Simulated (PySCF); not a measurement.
Al(Cl)(Me)(SiMe3) (C₄H₁₂AlClSi), SMILES C[Si](C)(C)[Al]([Cl])[CH3].

Geometry optimised at PBE-D3(BJ)/def2-SVP. The values are those of a single conformer.

Calculation: TDA-ωB97X/def2-SVPD run with PySCF 2.14.0.

Vertical excitations. The molecule is in vacuum.

Computed lowest excited states:
```json
[
 {"state": "S1", "energy (eV)": "4.56", "λ (nm)": "272", "f": "0.028", "main pairs": "HOMO→LUMO 96 %"},
 {"state": "S2", "energy (eV)": "6.46", "λ (nm)": "192", "f": "0.296", "main pairs": "HOMO→LUMO+1 87 %"},
 {"state": "S3", "energy (eV)": "6.60", "λ (nm)": "188", "f": "0.109", "main pairs": "HOMO→LUMO+2 85 %"},
 {"state": "S4", "energy (eV)": "6.68", "λ (nm)": "186", "f": "0.027", "main pairs": "HOMO−3→LUMO 84 %"},
 {"state": "S5", "energy (eV)": "6.95", "λ (nm)": "178", "f": "0.002", "main pairs": "HOMO−2→LUMO 44 %, HOMO−5→LUMO 41 %, HOMO−3→LUMO 9 %"},
 {"state": "S6", "energy (eV)": "7.08", "λ (nm)": "175", "f": "0.057", "main pairs": "HOMO−1→LUMO 89 %"},
 {"state": "T1", "energy (eV)": "3.85", "λ (nm)": "322", "f": "0", "main pairs": "HOMO→LUMO 94 %"},
 {"state": "T2", "energy (eV)": "5.62", "λ (nm)": "221", "f": "0", "main pairs": "HOMO→LUMO+1 35 %, HOMO→LUMO+2 35 %, HOMO→LUMO+4 8 %"}
]
```
Triplets are in the Tamm–Dancoff approximation.
